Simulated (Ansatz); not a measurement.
Reaction (substitution at a C–C bond): `BCC=O` + `O[SiH2][AlH2]` → `BCO[SiH2][AlH2]` + `C=O`

Isolated molecules relaxed with PBE0-D4/def2-TZVP in Ansatz; ΔE leaves out vibrations. CCSD(T)/CBS is the MP2 limit (def2-TZVPP, def2-QZVPP) plus CCSD(T) − MP2 in def2-TZVPP, frozen cores. This one scheme is used for every species. DFT in def2-TZVPP. One conformer a species, not always the lowest.

```json
{"level": "r2SCAN-D4", "ΔE (kJ/mol)": "103.6"}
{"level": "PBE0-D4", "ΔE (kJ/mol)": "101.7"}
{"level": "ωB97M-V", "ΔE (kJ/mol)": "98.5"}
{"level": "MP2/def2-TZVPP", "ΔE (kJ/mol)": "105.2"}
```

Question: What does CCSD(T)/CBS give? (Best estimate.)

Answer: Ansatz gave: +100.9 kJ/mol. The listed levels differ from it by 2.7, 0.8, -2.4, 4.3 kJ/mol.

Largest T1 diagnostic among the species: 0.015.

The D4 term adds −5.8 kJ/mol with B3LYP and −3.5 kJ/mol with PBE0; it sums over pairs of atoms, weighted by their polarisabilities, and B3LYP, whose exchange is more repulsive, gets the larger term.

B3LYP here is the variant with VWN-RPA as its local correlation; programs differ in this.
